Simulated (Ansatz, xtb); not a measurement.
C3H6GeN2: which of two isomers lies lower

We compare a, `[GeH3][c]1cn[nH]c1`, a singlet, with b, `[GeH3][c]1ccn[nH]1`, a singlet. Both are isolated molecules in the gas phase, relaxed with PBE0-D3(BJ)/def2-SVP.

Quicker runs give these differences E(b) − E(a): GFN2-xTB −0.70 kcal/mol; HF/STO-3G −0.56 kcal/mol (at GFN2-xTB geometries); r2SCAN-D4/def2-SVP +0.26 kcal/mol (at GFN2-xTB geometries).

Task: Estimate E(b) − E(a) at the level CCSD(T)/def2-SVP + ΔMP2/def2-TZVPP.

Result: Too close to call at this level: CCSD(T)/def2-SVP + ΔMP2/def2-TZVPP gives E(b) − E(a) = +0.61 kcal/mol.

Level by level:

```
                             level              geometry  E(b) − E(a) (kcal/mol)  departure from the last row (kcal/mol)  job, with rough time for the two
                          GFN2-xTB              GFN2-xTB                     −0.70                                   −1.31              optimisation, 0.12 s
                         HF/STO-3G              GFN2-xTB                     −0.56                                   −1.17              single point, 0.46 s
                r2SCAN-D4/def2-SVP              GFN2-xTB                     +0.26                                   −0.35               single point, 2.9 s
              PBE0-D3(BJ)/def2-SVP  PBE0-D3(BJ)/def2-SVP                     +0.49                                   −0.12             optimisation, 1.8 min
                       HF/def2-SVP  PBE0-D3(BJ)/def2-SVP                     +1.61                                   +1.00           part of the CCSD(T) run
                      MP2/def2-SVP  PBE0-D3(BJ)/def2-SVP                     +0.51                                   −0.10           part of the CCSD(T) run
                  CCSD(T)/def2-SVP  PBE0-D3(BJ)/def2-SVP                     +0.88                                   +0.27                      single point
CCSD(T)/def2-SVP + ΔMP2/def2-TZVPP  PBE0-D3(BJ)/def2-SVP                     +0.61                                                        single point, 39 s
```

As drawn, both hold the same kinds of bond in the same numbers.

The largest departure from CCSD(T)/def2-SVP + ΔMP2/def2-TZVPP is that of GFN2-xTB, 1.31 kcal/mol. A small imaginary or near-zero mode remains, so no thermal terms are given. The last row adds to CCSD(T) the change of the MP2 difference between the two basis sets, here −0.27 kcal/mol.

The correlated steps freeze 14 core orbitals; the filled d shell of Ge is correlated, in a basis made for valence electrons. Run with Ansatz 0.2.0, xtb 6.7.1; the last row on 2 threads of Intel(R) Xeon(R) 6975P-C (Granite Rapids) on a shared host.
